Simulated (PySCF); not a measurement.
Ga(OMe)2(SiH3), SMILES C[O][Ga]([SiH3])[O]C (C2H9GaO2Si), GFN2-xTB optimised geometry.

```
15

Ga    -1.31    -1.49    -1.93
O     -0.36    -2.90    -2.35
C      0.14    -4.06    -2.98
H      0.13    -4.89    -2.27
H     -0.46    -4.33    -3.85
H      1.17    -3.88    -3.30
O     -2.74    -0.76    -2.64
C     -3.84    -0.47    -3.46
H     -4.76    -0.53    -2.86
H     -3.74     0.55    -3.85
H     -3.92    -1.16    -4.29
Si    -0.50    -0.37     0.00
H      0.97    -0.37     0.00
H     -0.97    -1.03     1.22
H     -0.97     1.03     0.00
```

Density from PBE0/def2-TZVP (PySCF) at that geometry.

Minimum of the electron density along straight lines between bonded atoms, close to the bond critical point (lines longer than 1.1 times the sum of covalent radii, or with two minima, are not listed):

```tsv
bond	length / Å	ρ at the minimum / e bohr⁻³	∇²ρ there / e bohr⁻⁵	position (fraction from the first atom)
Ga1–O2	1.753	0.133	0.84	0.49
O2–C3	1.409	0.253	-0.47	0.65
C3–H4	1.094	0.283	-1.00	0.65
C3–H5	1.093	0.283	-1.00	0.64
C3–H6	1.094	0.283	-1.00	0.65
Ga1–O7	1.752	0.133	0.84	0.49
O7–C8	1.409	0.253	-0.46	0.65
C8–H9	1.094	0.283	-1.00	0.65
C8–H10	1.094	0.283	-1.00	0.65
C8–H11	1.093	0.283	-1.00	0.64
Ga1–Si12	2.374	0.083	-0.09	0.48
Si12–H13	1.469	0.122	0.20	0.49
Si12–H14	1.471	0.121	0.19	0.49
Si12–H15	1.469	0.122	0.20	0.49
```
